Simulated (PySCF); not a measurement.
C2ClO2Pt (SMILES [O+]#[C-]->[Pt+]([Cl])<-[C-]#[O+]), charge +1, singlet, geometry from GFN2-xTB (such geometries of metal compounds can be far from the true shape) (the multiplicity is a formal guess) (core potentials on Pt); DF-HF/def2-SV(P) in PySCF.

The PySCF input:
```python
from pyscf import gto, scf

mol = gto.M(
    atom='''
Pt   -0.100349   -0.078233    0.007090
Cl   -1.702310   -1.327132    0.120268
O     0.411658    2.551488   -1.398420
C     0.315076    1.582711   -0.843089
O     2.688103   -0.134894    1.179423
C     1.679659   -0.027603    0.702162
''',
    basis='def2-sv(p)',
    ecp={'Pt': 'def2-sv(p)'},
    charge=1,
    spin=0,
    verbose=4,
)

mf = scf.RHF(mol)
mf = mf.density_fit(auxbasis='def2-universal-jkfit')
mf.kernel()
mf.analyze()
```

Output, abridged:

```
PySCF version 2.14.0

[INPUT] verbose = 4
[INPUT] num. atoms = 6
[INPUT] num. electrons = 62
[INPUT] charge = 1
[INPUT] spin (= nelec alpha-beta = 2S) = 0
[INPUT] symmetry False subgroup None
[INPUT] Mole.unit = angstrom
[INPUT] Symbol           X                Y                Z      unit          X                Y                Z       unit  Magmom
[INPUT]  1 Pt    -0.100349000000  -0.078233000000   0.007090000000 AA   -0.189632126874  -0.147838943903   0.013398158223 Bohr   0.0
[INPUT]  2 Cl    -1.702310000000  -1.327132000000   0.120268000000 AA   -3.216899679108  -2.507916011146   0.227273581549 Bohr   0.0
[INPUT]  3 O      0.411658000000   2.551488000000  -1.398420000000 AA    0.777920876986   4.821613530114  -2.642630807114 Bohr   0.0
[INPUT]  4 C      0.315076000000   1.582711000000  -0.843089000000 AA    0.595407348423   2.990890324336  -1.593207308633 Bohr   0.0
[INPUT]  5 O      2.688103000000  -0.134894000000   1.179423000000 AA    5.079778464622  -0.254912715847   2.228786455013 Bohr   0.0
[INPUT]  6 C      1.679659000000  -0.027603000000   0.702162000000 AA    3.174095492661  -0.052162110216   1.326893875077 Bohr   0.0

nuclear repulsion = 324.635881077468
number of shells = 43
number of NR pGTOs = 182
number of NR cGTOs = 99
basis = def2-sv(p)
ecp = {'Pt': 'def2-sv(p)'}

******** <class 'pyscf.df.df_jk.DFRHF'> ********
method = DFRHF
initial guess = minao
damping factor = 0
level_shift factor = 0
DIIS = <class 'pyscf.scf.diis.CDIIS'>
diis_start_cycle = 1
diis_space = 8
diis_damp = 0
SCF conv_tol = 1e-09
SCF conv_tol_grad = None
SCF max_cycles = 50
direct_scf = False
Set gradient conv threshold to 3.16228e-05
Initial guess from minao.
******** <class 'pyscf.df.df.DF'> ********
auxbasis = def2-universal-jkfit
init E= -792.118048777698
  HOMO = -0.721886177665082  LUMO = -0.53363281703912  gap/eV = 5.12263
cycle= 1 E= -802.264056317979  delta_E= -10.1  |g|= 1.33  |ddm|= 8.56
  HOMO = -0.452793489203766  LUMO = -0.216538615363195  gap/eV = 6.42882
cycle= 2 E= -802.147974045793  delta_E= 0.116  |g|=  1.7  |ddm|= 2.55
  HOMO = -0.613735236789344  LUMO = -0.28359902068201  gap/eV = 8.98346
cycle= 3 E= -802.752737133624  delta_E= -0.605  |g|= 0.198  |ddm|= 1.53
  HOMO = -0.627160070379266  LUMO = -0.221095997250572  gap/eV = 11.04957
cycle= 4 E= -802.76546026223  delta_E= -0.0127  |g|= 0.146  |ddm|= 0.326
  HOMO = -0.629448681745865  LUMO = -0.222073567717928  gap/eV = 11.08524
cycle= 5 E= -802.771794507269  delta_E= -0.00633  |g|= 0.036  |ddm|= 0.169
  HOMO = -0.627045976860703  LUMO = -0.218524107547831  gap/eV = 11.11645
cycle= 6 E= -802.772749944361  delta_E= -0.000955  |g|= 0.014  |ddm|= 0.0875
  HOMO = -0.629230447350831  LUMO = -0.21719310841211  gap/eV = 11.21211
cycle= 7 E= -802.772874110712  delta_E= -0.000124  |g|= 0.00505  |ddm|= 0.0281
  HOMO = -0.628331954557468  LUMO = -0.216450227964985  gap/eV = 11.20787
cycle= 8 E= -802.772889636668  delta_E= -1.55e-05  |g|= 0.000635  |ddm|= 0.0123
  HOMO = -0.628509032803446  LUMO = -0.216513663547435  gap/eV = 11.21097
cycle= 9 E= -802.772889941543  delta_E= -3.05e-07  |g|= 0.000144  |ddm|= 0.00182
  HOMO = -0.628486059486235  LUMO = -0.216483786721971  gap/eV = 11.21115
cycle= 10 E= -802.772889959903  delta_E= -1.84e-08  |g|= 3.37e-05  |ddm|= 0.000541
  HOMO = -0.628483494902578  LUMO = -0.216485738169795  gap/eV = 11.21103
cycle= 11 E= -802.772889960733  delta_E= -8.29e-10  |g|= 1.5e-05  |ddm|= 0.000109
  HOMO = -0.628486988130716  LUMO = -0.216487845327888  gap/eV = 11.21107
Extra cycle  E= -802.772889960834  delta_E= -1.01e-10  |g|= 1.06e-05  |ddm|= 2.94e-05
converged SCF energy = -802.772889960834
**** SCF Summaries ****
Total Energy =                        -802.772889960834164
Nuclear Repulsion Energy =             324.635881077468184
One-electron Energy =                -1781.189552908859014
Two-electron Energy =                  653.780781870556780
Two-electron Coulomb Energy =          718.480885679370999
DFT Exchange-Correlation Energy =      -64.700103808814220
HOMO-LUMO gap [eV] =                    11.211067714716869
**** MO energy ****
MO #1   energy= -105.00628037027   occ= 2
MO #2   energy= -20.9231975636691  occ= 2
MO #3   energy= -20.9231922791565  occ= 2
MO #4   energy= -11.6608253114408  occ= 2
MO #5   energy= -11.6608038595665  occ= 2
MO #6   energy= -10.7717923399897  occ= 2
MO #7   energy= -8.24578216472695  occ= 2
MO #8   energy= -8.24377571614553  occ= 2
MO #9   energy= -8.24202910360748  occ= 2
MO #10  energy= -4.82709653071934  occ= 2
MO #11  energy= -2.94084465812316  occ= 2
MO #12  energy= -2.92338466601112  occ= 2
MO #13  energy= -2.89313798767108  occ= 2
MO #14  energy= -1.76250900200703  occ= 2
MO #15  energy= -1.76189929392839  occ= 2
MO #16  energy= -1.30558396649603  occ= 2
MO #17  energy= -1.074971060237    occ= 2
MO #18  energy= -1.05128845517794  occ= 2
MO #19  energy= -0.978743288231322 occ= 2
MO #20  energy= -0.95881598274155  occ= 2
MO #21  energy= -0.920227025863604 occ= 2
MO #22  energy= -0.905652326165729 occ= 2
MO #23  energy= -0.89818292543979  occ= 2
MO #24  energy= -0.886201774841118 occ= 2
MO #25  energy= -0.828865129466573 occ= 2
MO #26  energy= -0.797921188701607 occ= 2
MO #27  energy= -0.750789186051214 occ= 2
MO #28  energy= -0.717741160370323 occ= 2
MO #29  energy= -0.675956956503819 occ= 2
MO #30  energy= -0.648059518640178 occ= 2
MO #31  energy= -0.628486988130716 occ= 2
MO #32  energy= -0.216487845327888 occ= 0
MO #33  energy= -0.161288058307351 occ= 0
MO #34  energy= -0.116246518781431 occ= 0
MO #35  energy= -0.0899950843549535 occ= 0
MO #36  energy= -0.0750948881056557 occ= 0
MO #37  energy= -0.0432179205668967 occ= 0
MO #38  energy= -0.0103336690674085 occ= 0
MO #39  energy= -0.00864266079098863 occ= 0

WARN: System has nonzero charge 1; the dipole moment is origin-dependent.
Location of origin: [0. 0. 0.]

Dipole moment(X, Y, Z, Debye):  2.91172,  2.26999, -0.20571
```
